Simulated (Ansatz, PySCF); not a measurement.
Noncovalent pair: H2O (SMILES O) (first 3 atoms) with CH2F2 (SMILES FCF); geometry from B3LYP-D3(BJ)/def2-TZVP.
(charge 0, multiplicity 1):
```xyz
8

O      0.246     0.289    -0.052
H      0.382    -0.471    -0.627
H     -0.541     0.084     0.467
F      0.688    -0.705     3.746
C      0.292     0.440     3.127
F     -0.961     0.226     2.602
H      0.969     0.657     2.303
H      0.214     1.234     3.870
```

Counterpoise-corrected where a basis set is named; no monomer relaxation. Rows marked so take none.

Frozen-core correlation. Rows in 6-31G* carry no dispersion term and start afresh at each structure (6-31G* with six Cartesian d functions). MP2/6-31G* freezes PySCF's default core.

Programs: Ansatz (Gaussian orbitals); PySCF for 6-31G* rows, the dispersion terms. Each number belongs to the level named beside it.

Problem. Estimate the interaction energy that CAM-B3LYP-D4/def2-TZVPPD returns for this input.

Solution. -16 kJ/mol

Ansatz is a program for electronic structure.
